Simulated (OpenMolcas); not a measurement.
**Fe4+: moving or changing the point charges**

Fe4+ among 4 point charges of -3 e arranged as a tetrahedron (Td), 1.68 Å from the ion.
```
   0.9699    0.9699    0.9699  -3.00
   0.9699   -0.9699   -0.9699  -3.00
  -0.9699    0.9699   -0.9699  -3.00
  -0.9699   -0.9699    0.9699  -3.00
```

| Item | Value |
| --- | --- |
| Program | OpenMolcas |
| Method | SS-CASPT2, IPEA 0.25 Eh, imaginary shift 0.1 Eh (closed shells correlated: 3s 3p) |
| Basis | ANO-RCC-VTZP [6s5p3d2f1g] |
| Scalar Hamiltonian | DKH2, point nucleus |
| Active space | 4 electrons in 5 orbitals (3d) |
| State averaging | 2S+1 = 5 even, 5 roots; 2S+1 = 3 even, 45 roots; 2S+1 = 1 even, 50 roots |
| Spin-orbit coupling | RASSI with atomic mean-field integrals over the reference wave functions |

Runs around this geometry, states (labels of Td). Energies in cm-1 above the lowest state or level, χT in cm3 K/mol; under a threefold ground state the first gap can be a small split of the lowest multiplet, not the spin-orbit step.

| R (Å) | q (e) | Ground state | First state of that spin | First gap with spin-orbit (degeneracies) | χT at 300 K | First state of another spin |
| --- | --- | --- | --- | --- | --- | --- |
| 1.68 | -2.4 | 5T2 | 5E 2440 | 85 (1, 3) | 1.897 | 3T1 24540 |
| 1.68 | -3 | 5T2 | 5E 2840 | 77 (1, 3) | 1.946 | 3T1 24160 |
| 1.81 | -3 | 5T2 | 5E 2130 | 91 (1, 3) | 1.855 | 3T1 24700 |

Taking the first state of the same spin as R^-n, n = -ln(2130 / 2840) / ln(1.81 / 1.68) = 3.9 between the shortest and longest distance.

Scaling the charges by -2.4 / -3 = 0.80 scales the first state of the same spin by 2440 / 2840 = 0.86; with fixed orbitals a first-order splitting would follow the charge.

Roots that are degenerate in the reference are averaged as groups; the widest CASPT2 spread within a group is 640 cm-1 (the 3-fold group of multiplicity 3 near 63700 cm-1 above the lowest state of its run, R = 1.68, q = -3). Shifts and gaps below about the spread of the groups concerned are not significant. An orbital triplet at a regular site is open to Jahn-Teller coupling, which can distort the site and quench the lowest spin-orbit gaps and is left out. The ground term spreads over less than 5000 cm-1, several times less than with real ligands, so orbital moments are less quenched and χT lies further from the spin-only value than at real sites. Free-ion shares, where given, are those of the reference states; single-state CASPT2 does not remix them. Point charges carry no covalency, so the field is a model and not that of real ligands. No measured value stands beside these numbers.
